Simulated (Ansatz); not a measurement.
Basis sets compared for VSeF₃. Total charge 0; singlet. Geometry r2SCAN-D4/def2-SVP. Ansatz on 4 threads of Arm Neoverse V1 on a shared host; times are rough, and most runs start from earlier orbitals.

```xyz
5

V     0.000   -0.013    0.094
Se   -0.008    0.273   -2.031
F     0.717    1.345    0.834
F     0.895   -1.415    0.462
F    -1.605   -0.190    0.640
```

The restricted singlet is unstable towards broken spin symmetry in Hartree–Fock (as tested in another run); at PBE-D4/def2-SVP, PBE-D4/def2-TZVP, PBE-D4/def2-TZVPD, r2SCAN-D4/def2-TZVP and others this wasn't settled.

Binding counts from free atoms (V quartet, Se triplet, F doublet) in the same basis, without a counterpoise term.

```csv
level,functions,energy (Eh),HOMO (eV),LUMO (eV),binding per atom (eV),wall time
PBE-D4/def2-SVP,105,-3643.8141,-7.04,-4.72,–,1.1 s
PBE-D4/def2-TZVP,186,-3644.6092,-7.19,-4.85,–,2.2 s
r2SCAN-D4/def2-TZVP,186,-3645.2938,-7.52,-4.98,–,4.3 s
PBE0-D4/def2-SVP,105,-3643.8329,-8.41,-4.21,3.92,1.8 s
PBE0-D4/def2-TZVP,186,-3644.6299,-8.43,-4.18,–,3.3 s
```

(1) Estimate the rows for PBE-D4/def2-TZVPD, r2SCAN-D4/def2-TZVPD, PBE0-D4/def2-TZVPD.

Answers

(1) 
```csv
level,functions,energy (Eh),HOMO (eV),LUMO (eV),binding per atom (eV),wall time
PBE-D4/def2-TZVPD,225,-3644.6131,-7.20,-4.86,–,3 s
r2SCAN-D4/def2-TZVPD,225,-3645.2979,-7.49,-4.96,–,6 s
PBE0-D4/def2-TZVPD,225,-3644.6341,-8.41,-4.16,–,5.5 s
```
